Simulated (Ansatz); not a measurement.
`CO[BH][ZnH]` + CH₃OH → `C[O][ZnH]` + `BOC` at 400 K and 1 bar (cleavage of the Zn–B bond).

Computed with Ansatz on PBE0-D4/def2-TZVP structures; ΔE is electronic, products minus reactants. CCSD(T)/CBS is the MP2 limit (def2-TZVPP, def2-QZVPP) plus CCSD(T) − MP2 in def2-TZVPP, frozen cores. This one scheme is used for every species. For Zn outer-core shells are correlated without core-valence functions, which leaves a few kJ/mol of doubt a bond. Scalar relativity is left out up to krypton. Each species was taken in one conformer, which may not be the lowest.

```json
{"species": "`CO[BH][ZnH]`", "CCSD(T)/CBS energy (Eh)": "-1919.39909", "H − E (kJ/mol)": "189.3", "S (J/(mol·K))": "353.5"}
{"species": "CH₃OH", "CCSD(T)/CBS energy (Eh)": "-115.61712", "H − E (kJ/mol)": "151.2", "S (J/(mol·K))": "252.6"}
{"species": "`C[O][ZnH]`", "CCSD(T)/CBS energy (Eh)": "-1893.99751", "H − E (kJ/mol)": "147.6", "S (J/(mol·K))": "321.6"}
{"species": "`BOC`", "CCSD(T)/CBS energy (Eh)": "-141.04597", "H − E (kJ/mol)": "188.1", "S (J/(mol·K))": "287.6"}
```

H − E and S are ideal-gas, rigid-rotor, harmonic terms from PBE0-D4/def2-TZVP, for one conformer and one mirror image of each species. 1 Eh = 2625.50 kJ/mol, R = 8.31446 J/(mol·K).

**Question.** By hand: ΔE, ΔH, ΔS and ΔG.

**Answer.** ΔE = (-1893.99751) + (-141.04597) − (-1919.39909) − (-115.61712) = -0.02727 Eh = -71.6 kJ/mol. Δ(H − E) = 147.6 + 188.1 − 189.3 − 151.2 = -4.8, so ΔH = -76.4 kJ/mol. ΔS = 321.6 + 287.6 − 353.5 − 252.6 = 3.1 J/(mol·K). ΔG = -76.4 − 400 × (3.1)/1000 = -77.6 kJ/mol.

**Question.** By hand: the equilibrium constant, and the temperature at which ΔG would vanish if ΔH and ΔS stayed fixed.

**Answer.** log₁₀ K = −ΔG/(RT ln 10) = 10.1. ΔH and −TΔS have one sign here, so there is no such temperature. One of them is within its doubt of zero, so this could turn.

The number of gas molecules stays the same, so ΔS is small and ΔH decides. A doubt of 5 kJ/mol in ΔE shifts log₁₀ K by 0.7 here. Other conformers and mirror images would add mixing entropy, several J/(mol·K) or more a flexible species. These are equilibria of isolated gas molecules and say nothing of rates. Largest T1 diagnostic: 0.017 (customary marks: 0.02 for closed shells, 0.045 for open ones).
